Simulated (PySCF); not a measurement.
C₂H₂F₂, SMILES F/C=C\F.

The structure is a stationary point at B3LYP-D3(BJ)/def2-SVP.

Two levels are set side by side: PBE/def2-TZVPD (PySCF) and r2SCAN/def2-TZVPD (PySCF). Same geometry, gas phase. Differences are taken from unrounded values.

| quantity | r2SCAN | PBE | PBE minus r2SCAN |
|---|---|---|---|
| orbital gap (eV) | 6.01 | 5.52 | -0.50 |
| highest occupied level (eV) | -6.54 | -6.31 | 0.23 |
| lowest empty level (eV) | -0.52 | -0.79 | -0.27 |
| dipole moment (D) | 2.12 | 2.03 | -0.09 |
| mean polarisability (bohr³) | 28.9 | 29.8 | 0.8 |

Rough cost on one machine, each run with all the roots and properties that it gave: r2SCAN against PBE about 5 times.
